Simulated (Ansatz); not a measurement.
One geometry of the cluster Ga₂Se₄⁻, several levels of theory.

```yaml
crystal:
  periodic: [false, false, false]
  atoms:
    - {symbol: Ga, position_ang: [0.675298, -1.218999, 0.554766]}
    - {symbol: Ga, position_ang: [-0.674667, 1.218531, -0.556562]}
    - {symbol: Se, position_ang: [1.612765, 0.943295, 0.109882]}
    - {symbol: Se, position_ang: [-1.699953, 3.068607, -1.394790]}
    - {symbol: Se, position_ang: [1.697646, -3.066371, 1.402526]}
    - {symbol: Se, position_ang: [-1.611089, -0.945043, -0.115822]}
basis:
  gaussian: {orbitals: def2-SVP, initial_orbitals: start.molden}
total_charge: -1
magnetization: {spin_polarized: true, initial_magnetization: 1}
hamiltonian: {xc: {name: revPBE}, dispersion: d4}
scf: {omitted_lower_state_checks: [starts]}
output: {orbitals: {seedname: orbitals}}
```

The file start.molden holds the orbitals of an earlier run on this structure, at another level or in another basis.

```sh
$ ansatz run in.yaml --threads 4 --pin off --events-out ev --progress --plain --max-ram 4787MiB
```

Output, abridged:

```
Functional definition: revPBE
  name "revPBE"
  cite "Zhang & Yang, Phys. Rev. Lett. 80, 890 (1998) doi:10.1103/PhysRevLett.80.890"
  cite "Perdew, Burke & Ernzerhof, Phys. Rev. Lett. 77, 3865 (1996) doi:10.1103/PhysRevLett.77.3865"
  parameter kappa = 1.245
  parameter beta = 0.06672455060314922
  exchange = pbe_x(kappa = kappa, mu = beta*pi^2/3)
  correlation = pbe_c(beta = beta)
these checks for a lower state are left out or cut short: starts
2094 factors; their error is unknown
mean field evaluation 1: about -366088.9982 eV, gradient 6.9e0 eV
mean field evaluation 2: about -366089.1675 eV, gradient 1.7e-1 eV
mean field evaluation 4: about -366088.7501 eV, gradient 9.2e-4 eV
mean field evaluation 8: about -366088.7501 eV, gradient 1.0e-5 eV
mean field -366088.75008539 eV, -13453.5134217709 hartree, gradient 1.0e-5 eV, S^2 0.752588; 0 other end points of the search recorded, 0 dependent functions left out
reference -366088.75013231 eV, -13453.5134234950 hartree; 100, 99 occupied and 92, 93 virtual orbitals, 2094 factors
Total energy: -366089.51682260 eV, -13453.5415988437 hartree
Checks for a lower state left out: starts
```

It took 3 s on 4 threads of Intel Xeon 6975P-C on a shared host.

The first input with `hamiltonian: {xc: pbe0, dispersion: d4}` (abridged; 5.5 s):

```
Functional definition: PBE0
mean field -366073.46404773 eV, -13452.9516702480 hartree, gradient 6.0e-6 eV, S^2 0.757995
Total energy: -366073.83458940 eV, -13452.9652874034 hartree
Checks for a lower state left out: starts
```

Geometry: PBE-D4/def2-SVPD.

The structure comes from a short search, and lower isomers may exist.
